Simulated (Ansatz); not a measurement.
`[CH3][In-]([CH3])([NH3+])[OH]`, 15 atoms. Total charge 0; spin multiplicity 1. Correlated methods include outer-core shells of In, which these sets cover unevenly. In takes the def2 core potential. All runs use 4 threads of an Arm Neoverse V2 on a shared host. Correlated methods freeze the cores.

Q: How many basis functions does each run have, and how long does it take in Ansatz? RHF-CCSD(T)/def2-SVP energy; RKS PBE0-D4/def2-TZVP relaxation (19 steps); RKS ωB97M-V/def2-SVP energy; RKS BHLYP-D4/def2-TZVPP energy; RKS PBE0-D4/def2-TZVP frequencies; direct RPA on PBE orbitals/def2-TZVPP energy; RKS PBE-QIDH (frozen core)/def2-TZVPP energy; RHF-MP2/def2-TZVPP energy; RKS ωB97M-V/def2-QZVPP energy; RHF-MP2/def2-QZVPP energy; RKS r2SCAN-D4/def2-TZVPP energy and forces; RKS PBE0-D4/def2-QZVPP energy. (Best estimate.)

A: The calculation gave: Other jobs shared the machine, so times are rough.

| level | job | functions | wall time | peak host memory (GiB) |
| --- | --- | --- | --- | --- |
| RKS BHLYP-D4/def2-TZVPP | energy | 314 | 4.4 s | 0.97 |
| RKS ωB97M-V/def2-SVP | energy | 132 | 5.5 s | 0.48 |
| RHF-MP2/def2-TZVPP | energy | 314 | 6 s | 0.97 |
| RKS r2SCAN-D4/def2-TZVPP | energy and forces | 314 | 6.5 s | 0.49 |
| RKS PBE-QIDH (frozen core)/def2-TZVPP | energy | 314 | 8.5 s | 1 |
| direct RPA on PBE orbitals/def2-TZVPP | energy | 314 | 10 s | 1 |
| RKS PBE0-D4/def2-QZVPP | energy | 610 | 11 s | 2.6 |
| RHF-CCSD(T)/def2-SVP | energy | 132 | 20 s | 1.1 |
| RKS ωB97M-V/def2-QZVPP | energy | 610 | 27 s | 2.9 |
| RHF-MP2/def2-QZVPP | energy | 610 | 40 s | 5 |
| RKS PBE0-D4/def2-TZVP | relaxation (19 steps) | 234 | 82 s | 0.73 |
| RKS PBE0-D4/def2-TZVP | frequencies | 234 | 4.7 min | 0.75 |
